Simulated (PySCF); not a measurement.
All of these have the formula C6H8S. Method used: TDDFT PBE0/def2-SVPD, vertical, gas phase, core orbitals frozen in the response in PySCF. Geometries: GFN2-xTB; one conformer of each isolated species. Triplets are in the Tamm–Dancoff approximation.

A. `C#C[C@@H](C)C(C)=S`
B. `CSCC#CC=C`
C. `C#CC1(CS)CC1`
D. `CC(=S)[C@H]1[C@@H]2C[C@@H]21`

Lowest singlet levels (six at most, fewer where fewer were computed) with oscillator strengths:

1. 5.60 eV (f 0.003); 6.11 eV (f 0.031); 6.37 eV (f 0.000); 6.70 eV (f 0.007); 6.75 eV (f 0.026); 6.78 eV (f 0.011); T1 5.12 eV
2. 2.55 eV (f 0.000); 4.52 eV (f 0.002); 5.19 eV (f 0.218); 5.97 eV (f 0.046); 6.37 eV (f 0.013); 6.42 eV (f 0.016 summed over 2 states) [of 8 roots; the last level is left out, as the window may have cut its degenerate partner]; T1 2.09 eV
3. 2.52 eV (f 0.000); 4.86 eV (f 0.001); 5.02 eV (f 0.027); 5.80 eV (f 0.254); 5.87 eV (f 0.044); 6.19 eV (f 0.009); T1 2.03 eV
4. 4.43 eV (f 0.044); 5.07 eV (f 0.009); 5.33 eV (f 0.341); 5.58 eV (f 0.007); 5.81 eV (f 0.000); 6.09 eV (f 0.013); T1 3.29 eV

Question: Which spectrum belongs to which structure?

Answer: 1 = C, 2 = D, 3 = A, 4 = B.
- A: S1 at 2.52 eV, HOMO→LUMO (100%); S1 has the pattern of n→π* at C=S; HOMO -6.44 and LUMO -2.16 eV.
- B: S1 at 4.43 eV, HOMO→LUMO (91%); Löwdin shares by element: HOMO sulfur 65%, carbon 20% or more (atoms not listed hold the other 15%); LUMO carbon 74% or more (atoms not listed hold the other 26%); HOMO -6.44 and LUMO -1.04 eV.
- C: S1 at 5.60 eV, HOMO→LUMO (83%), HOMO→LUMO+4 (8%); Löwdin shares by element: HOMO sulfur 76%, carbon 10% or more, hydrogen 6% or more; LUMO sulfur 40%, carbon 15% or more, hydrogen 12% or more (atoms not listed hold the other 33%); HOMO -6.82 and LUMO 0.35 eV.
- D: S1 at 2.55 eV, HOMO→LUMO (100%); S1 has the pattern of n→π* at C=S; HOMO -6.26 and LUMO -1.98 eV.
A and D have S1 within 0.03 eV of each other; their strongest listed levels stand at 5.80 eV (f 0.254) and 5.19 eV (f 0.218).
